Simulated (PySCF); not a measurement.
C3H9NSi. Atoms are numbered in the order given.

```xyz
14

N      2.1200    -0.2317    -0.3361
Si     0.5601     0.3458     0.1104
C     -0.9492     0.3901    -1.0417
C     -1.7739    -0.0713     0.1885
C     -0.6686    -0.7571     1.0346
H      2.2610    -1.0918    -0.8507
H      2.9157     0.3891    -0.4081
H      0.8004     1.6625     0.7789
H     -1.2826     1.3075    -1.5482
H     -0.8900    -0.4160    -1.7933
H     -2.6399    -0.7119    -0.0478
H     -2.1662     0.8071     0.7275
H     -0.7831    -0.7248     2.1276
H     -0.5463    -1.8116     0.7330
```

Coordinates come from a PBE0-D3(BJ)/def2-SVP optimisation. The values are those of a single conformer.

These are PBE/def2-TZVP (PySCF) values and carry that method's errors.

Atomic charges (e):

```
atom  Löwdin    IAO
----  ------  -----
N1     -0.25  -0.83
Si2     0.18   1.00
C3     -0.36  -0.59
C4     -0.29  -0.26
C5     -0.35  -0.58
H6      0.15   0.27
H7      0.16   0.28
H8     -0.03  -0.14
H9      0.12   0.15
H10     0.14   0.14
H11     0.12   0.14
H12     0.14   0.14
H13     0.13   0.15
H14     0.14   0.14
```

Give the Mayer and Wiberg (Löwdin basis) orders of the bonds. (An estimate is asked for; the answer gives what the named calculation found.)


```csv
bond,Mayer,Wiberg
N1–Si2,1.16,1.56
Si2–C3,0.96,1.06
C3–C4,0.98,1.21
Si2–C5,0.99,1.07
C4–C5,0.98,1.21
N1–H6,0.92,0.96
N1–H7,0.92,0.96
Si2–H8,0.93,0.88
C3–H9,0.94,0.88
C3–H10,0.93,0.86
C4–H11,0.94,0.87
C4–H12,0.95,0.85
C5–H13,0.94,0.88
C5–H14,0.93,0.85
```
